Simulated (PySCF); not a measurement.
WOCl3, SMILES [Cl][W](=[O])([Cl])[Cl] (connectivity only; charge and spin as stated), neutral, multiplicity 2. Atoms are numbered in the order given.

```xyz
5

W      0.0715    -0.2213     0.0000
O     -0.0924    -1.9028     0.0000
Cl     2.1813     0.6642     0.0000
Cl    -1.2244     0.5973    -1.7067
Cl    -1.2244     0.5973     1.7067
```
Charge 0, spin multiplicity 2.

Geometry: B3LYP-D3(BJ)/def2-SVP. The spin state was assumed, not searched. The isomer is the one that the SMILES or the coordinates give; other isomers of the formula were not compared. The def2 effective core potentials stand for the cores of W; spin–orbit coupling is left out.

These are B3LYP-D3(BJ)/def2-SVP run with PySCF 2.14.0 values and carry that method's errors.

Frequencies are harmonic and unscaled.

Task: List the normal modes with their intensities. (The exact figures need the calculation; the answer reports its results.)

Result: 
```tsv
mode	ν (cm⁻¹)	IR (km/mol)	moving atoms (share of kinetic energy)
1	58	9.9	Cl 55 %, O 26 %, W 18 %
2	88	1.0	Cl 88 %, W 8 %
3	121	5.2	O 50 %, Cl 50 %
4	124	1.4	Cl 75 %, W 23 %
5	219	1.1	O 74 %, Cl 21 %
6	393	50.4	Cl 81 %, W 19 %
7	394	15.3	Cl 92 %
8	409	72.8	Cl 71 %, W 26 %
9	1040	130.4	O 92 %, W 8 %
```
